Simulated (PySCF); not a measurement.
# Broadened absorption spectrum of 2-chloro-3-fluoropyridine

Species: 2-chloro-3-fluoropyridine, C₅H₃ClFN.
InChI=1S/C5H3ClFN/c6-5-4(7)2-1-3-8-5/h1-3H

The calculation used TDDFT wB97X-D/def2-SVPD, vertical, gas phase, core orbitals frozen in the response in PySCF. Isolated species at its GFN2-xTB geometry, gas phase.

Computed states:

```csv
state,E (eV),f
S1,5.30,0.092
S2,5.31,0.0075
S3,5.84,0.0000
S4,6.21,0.091
S5,7.11,0.0003
S6,7.13,0.248
S7,7.14,0.0007
S8,7.33,0.480
```

Broadening: Gaussians 0.3 eV wide at half height, area fixed by f = 4.319×10⁻⁹ ∫ε dν̃. The width is an assumption, not a result. The curve ends short of the highest state used, and states not computed would add to its high-energy end.

**Question.** Give the broadened spectrum and its maxima.

**Answer.** 
```json
{"λ (nm)": "184.4", "ε (L mol⁻¹ cm⁻¹)": "137"}
{"λ (nm)": "186.4", "ε (L mol⁻¹ cm⁻¹)": "37"}
{"λ (nm)": "188.4", "ε (L mol⁻¹ cm⁻¹)": "110"}
{"λ (nm)": "190.4", "ε (L mol⁻¹ cm⁻¹)": "459"}
{"λ (nm)": "192.5", "ε (L mol⁻¹ cm⁻¹)": "1498"}
{"λ (nm)": "194.5", "ε (L mol⁻¹ cm⁻¹)": "3414"}
{"λ (nm)": "196.5", "ε (L mol⁻¹ cm⁻¹)": "5886"}
{"λ (nm)": "198.6", "ε (L mol⁻¹ cm⁻¹)": "7863"}
{"λ (nm)": "200.6", "ε (L mol⁻¹ cm⁻¹)": "8046"}
{"λ (nm)": "202.6", "ε (L mol⁻¹ cm⁻¹)": "6528"}
{"λ (nm)": "204.7", "ε (L mol⁻¹ cm⁻¹)": "4143"}
{"λ (nm)": "206.7", "ε (L mol⁻¹ cm⁻¹)": "2177"}
{"λ (nm)": "208.7", "ε (L mol⁻¹ cm⁻¹)": "943"}
{"λ (nm)": "210.8", "ε (L mol⁻¹ cm⁻¹)": "323"}
{"λ (nm)": "212.8", "ε (L mol⁻¹ cm⁻¹)": "100"}
{"λ (nm)": "214.8", "ε (L mol⁻¹ cm⁻¹)": "36"}
{"λ (nm)": "216.9", "ε (L mol⁻¹ cm⁻¹)": "53"}
{"λ (nm)": "218.9", "ε (L mol⁻¹ cm⁻¹)": "166"}
{"λ (nm)": "220.9", "ε (L mol⁻¹ cm⁻¹)": "475"}
{"λ (nm)": "222.9", "ε (L mol⁻¹ cm⁻¹)": "1146"}
{"λ (nm)": "225.0", "ε (L mol⁻¹ cm⁻¹)": "2410"}
{"λ (nm)": "227.0", "ε (L mol⁻¹ cm⁻¹)": "4158"}
{"λ (nm)": "229.0", "ε (L mol⁻¹ cm⁻¹)": "6169"}
{"λ (nm)": "231.1", "ε (L mol⁻¹ cm⁻¹)": "8000"}
{"λ (nm)": "233.1", "ε (L mol⁻¹ cm⁻¹)": "8914"}
{"λ (nm)": "235.1", "ε (L mol⁻¹ cm⁻¹)": "8729"}
{"λ (nm)": "237.2", "ε (L mol⁻¹ cm⁻¹)": "7485"}
{"λ (nm)": "239.2", "ε (L mol⁻¹ cm⁻¹)": "5739"}
{"λ (nm)": "241.2", "ε (L mol⁻¹ cm⁻¹)": "3940"}
{"λ (nm)": "243.3", "ε (L mol⁻¹ cm⁻¹)": "2372"}
{"λ (nm)": "245.3", "ε (L mol⁻¹ cm⁻¹)": "1321"}
{"λ (nm)": "247.3", "ε (L mol⁻¹ cm⁻¹)": "669"}
{"λ (nm)": "249.4", "ε (L mol⁻¹ cm⁻¹)": "298"}
{"λ (nm)": "251.4", "ε (L mol⁻¹ cm⁻¹)": "126"}
{"λ (nm)": "253.4", "ε (L mol⁻¹ cm⁻¹)": "49"}
{"λ (nm)": "255.5", "ε (L mol⁻¹ cm⁻¹)": "17"}
```

Maxima: 234 nm (5.30 eV), ε about 9000, made up of S1 (93%); 200 nm (6.21 eV), ε about 8200, made up of S4 (100%) (ε in L mol⁻¹ cm⁻¹; maxima over ε = 5, shares over 10%). At its high-energy end, 6.73 eV, the curve is still rising (ε about 160, from S6).

**Question.** What would ε be at 5.30 eV, the highest of these maxima, with half the width (0.15 eV)?

**Answer.** About 17900 L mol⁻¹ cm⁻¹ against 8980, a factor of about 2.00; a lone state at its own centre would give exactly 2.

**Question.** On this curve, what absorbance would a 10⁻⁵ mol/L sample give at 193 nm over a 1 cm path?

**Answer.** 193 nm is 6.424 eV, where ε is about 1900 L mol⁻¹ cm⁻¹, so A = ε c l ≈ 0.019 (Beer–Lambert, with the gas-phase spectrum and the assumed width).

**Question.** Coming from long wavelengths, where does ε first pass 100 L mol⁻¹ cm⁻¹?

**Answer.** At about 252 nm (4.92 eV), 0.38 eV below S1.
